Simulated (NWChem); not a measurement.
CCl$_{3}$ cation

```xyz
4

Cl    -1.5920     0.4266     0.0000
C      0.0000     0.0000     0.0000
Cl     0.4266    -1.5920     0.0000
Cl     1.1654     1.1654     0.0000
```
Atoms are numbered in this order, from 1.

Level: PBE0/def2-SVP (NWChem), optimised geometry, unscaled harmonic frequencies. 

```
frequency (cm⁻¹)  IR intensity (km/mol)
----------------  ---------------------
319                                 0.4
319                                 0.4
532                                 0.1
564                                 0.0
1082                              299.4
1082                              299.4
```

- zero-point energy: 5.6 kcal/mol
- thermal correction to the enthalpy at 298.15 K (with zero-point energy): 8.7 kcal/mol
- heat capacity Cv: 12.1 cal/(mol K)
- entropy at 298.15 K and 1 atm (symmetry number 6): 67.5 cal/(mol K)

Rigid rotor and harmonic oscillator.
